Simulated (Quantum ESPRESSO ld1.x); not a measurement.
Values are calculated unless marked as measured or tabulated.
The mean radii <r> (bohr) of the occupied orbitals of an atom or ion are listed with their occupations. Code: ld1.x of Quantum ESPRESSO 7.5. Model: Dirac Kohn-Sham, BP86, spin-unpolarised, spherical densities, point nucleus.

| orbital | occ. | <r> |
|---|---|---|
| 1s1/2 | 2 | 0.1761 |
| 2s1/2 | 2 | 0.9186 |
| 2p1/2 | 2 | 0.8967 |
| 2p3/2 | 1 | 0.8981 |
| 3d3/2 | 1 | 4.974 |

Name the element and its charge. Open shells, if any, fill j = l - 1/2 first.

Answer. Z = 9, fluorine, charge +1: F+ in [He] 2s2 2p3 3d1. The 1s radius gives Z: for a bare nucleus <r> = (2 gamma + 1)/(2Z) with gamma = sqrt(1 - (Z/c)^2), 0.1664 bohr for Z = 9, and screening makes it slightly larger (0.1761 here). The occupations add up to 8, and the charge is Z minus that.
